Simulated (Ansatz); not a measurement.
Z-matrix (Å, degrees):
```
C
N 1 1.444
H 1 1.100 2 112.4
H 1 1.092 2 111.3 3 -121.1
H 1 1.099 2 110.1 3 119.7
C 2 1.444 1 113.8 3 -59.5
In 2 1.984 1 121.8 3 102.8
H 6 1.092 2 111.3 1 -179.3
H 6 1.099 2 110.1 1 -60.1
H 6 1.100 2 112.4 1 59.5
F 7 1.937 2 123.5 1 -173.8
F 7 1.937 2 123.1 1 13.0
```

The species carries charge 0 and has multiplicity 1. In takes the def2 core potential.

Question: List the PBE/def2-TZVPP orbital energies in eV (Ansatz). (An estimate is asked.)

Answer: Computed: Occupied: -658.61, -658.61, -381.22, -269.94, -269.94, -122.48, -80.27, -80.00, -79.95, -27.64, -27.59, -22.91, -19.47, -19.39, -19.35, -19.26, -19.17, -17.91, -15.29, -12.30, -11.48, -11.44, -10.62, -9.87, -9.48, -9.22, -8.84, -8.75, -8.43, -8.35, -8.05, -5.59. Lowest empty: -3.10, -1.51, -0.06, 0.13, 1.27, 1.66, 1.75, 1.90.
